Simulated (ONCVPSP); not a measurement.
**Before and after: ONCV potential for Cr**

* Element: Cr (Z = 24)
* Generator: ONCVPSP 4.0.1
* Type: optimised norm-conserving Vanderbilt (ONCV)
* Functional: PBE
* Relativity: scalar-relativistic
* Frozen core: [Ar]
* Valence charge: 6
* Reference configuration: 3d5 4s0.75 4p0.25
* Partial waves: 4s: rc 2.85 bohr, ncon 4, nbas 7, qcut 1.8 1/bohr, 2 projectors, debl 3 Ha; 4p: rc 3.85 bohr, ncon 4, nbas 7, qcut 2.5 1/bohr, 2 projectors, debl 3.7 Ha; 3d: rc 2.25 bohr, ncon 3, nbas 8, qcut 5.5 1/bohr, 1 projector; f scattering state at 0.14 Ha: rc 2.95 bohr, ncon 4, nbas 7, qcut 4.1 1/bohr, 1 projector
* Local potential: polynomial inside 2.10 bohr (lpopt 5, dvloc0 2 Ha)
* Core correction: Teter function, fcfact 5.25, rcfact 1.15

Change: d: nproj 2.

Cutoffs: the cutoffs (Ha) at which the residual kinetic energy of the hardest occupied pseudo-wave falls to 1 and 0.1 mHa per electron; they do not see the model core or the augmentation charge, which bear on the density cutoff. Errors are all-electron minus pseudo energies relative to the spin-unpolarised reference configuration.

Task: What does the change do?

Result: The potential gets neither clearly harder nor softer (14 Ha and 37 Ha → 14 Ha and 37 Ha); of the 3 tests that both files solve, the error grows in 1 and shrinks in 0 by more than 15 % and 0.3 meV (median size 1.9 → 8.7 meV); the range in which the d phases agree widens (upper end 0.2 → 3.8); neither file shows a bound ghost.

| quantity | base | changed |
| --- | --- | --- |
| cutoff, loose | 14 Ha | 14 Ha |
| cutoff, tight | 37 Ha | 37 Ha |
| bound ghosts | none | none |
| GHOST(+) flags under 300 eV | p at 82.8 eV, s at 115.0 eV | p at 82.8 eV, s at 115.0 eV |
| tests with a reliable result | 3 of 4 | 3 of 4 |
| error for 3d5 4s1 4p0, meV [ΔE -0.76 eV] | +0.4 | +0.5 |
| error for 3d5 4s0 4p0, meV [ΔE 6.14 eV] | +24 | +24 |
| error for 3d5.5 4s0.5 4p0, meV [ΔE -0.04 eV] | -1.9 | +8.7 |
| s: phases at 2.89 bohr within 0.05 rad from the reference energy up to (Ha; the scan ends near 5) | 1.6 | 1.6 |
| p: phases at 3.91 bohr within 0.05 rad from the reference energy up to (Ha; the scan ends near 5) | 0.3 | 0.3 |
| d: phases at 2.28 bohr within 0.05 rad from the reference energy up to (Ha; the scan ends near 5) | 0.2 | 3.8 |
| f: phases at 2.99 bohr within 0.05 rad from the reference energy up to (Ha; the scan ends near 5) | 2.3 | 2.3 |
| rms error of d²Exc/dni dnj with the model core, mHa | 3.46 | 3.46 |
